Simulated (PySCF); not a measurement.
C3H8Si2, SMILES C=C1C[SiH2][SiH2]1.

Geometry optimised at TPSSh-D3(BJ)/def2-SVP. The structure was generated by enumeration, and PubChem lists no compound with its InChIKey, so it may never have been made.

Method: PBE/def2-TZVP run with PySCF.

The molecule is in vacuum.

```json
{
  "total_energy": "-697.66150 hartree",
  "highest_occupied_level": "-6.20 eV",
  "lowest_empty_level": "-1.63 eV",
  "orbital_gap": "4.57 eV",
  "dipole_moment": "0.094 e·Å",
  "quadrupole, principal values (traceless, Buckingham form, about the centre of nuclear charge)": "-2.96, 0.90, 2.06 D·Å",
  "mean_static_polarisability": "95.5 bohr³ (14.15 Å³)",
  "polarisability_principal_values": "74.3, 97.2, 115.0 bohr³"
}
```
